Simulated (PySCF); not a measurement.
**UHF on W+ (tungsten, charge +1)**

Configuration: [Xe] 4f14 5d4 6s1, high-spin 6D determinant. All numbers are calculated (PySCF 2.14, a scalar-relativistic core potential, in aug-cc-pVDZ-PP with ECP60MDF).

| Quantity | Value |
| --- | --- |
| Total energy | -66.458713 hartree |
| One-electron energy | -109.2241 hartree |
| Hartree (Coulomb) energy | 49.6105 hartree |
| Exchange energy | -6.8451 hartree |
| ⟨S²⟩ | 8.7546 |
| ⟨L²⟩ | 6.017 |
| Sum of ⟨r⟩ | 20.73 bohr |
| Sum of ⟨r²⟩ | 41.77 bohr² |
| Traceless quadrupole moment −½Σ⟨3z² − r²⟩ along its main axis | -1.17 e·bohr² |
| Time after the integrals | 0.37 s of wall time on 1 thread of Neoverse-N1 (shared host) |

```csv
shell,electrons,mean orbital energy (hartree),spread (hartree),"rms radius, mean of both spins (bohr)"
5s α,1,-3.76835,0,1.16
5s β,1,-3.60155,0,1.16
5p α,3,-2.31153,0.02585,1.35
5p β,3,-2.07073,0.04840,1.35
5d α,4,-0.65405,0.04242,2.09
6s α,1,-0.56047,0,3.25
```

Energies and moments cover only the electrons outside the core potential. Spin-orbit coupling, absent here, splits the open shell strongly.
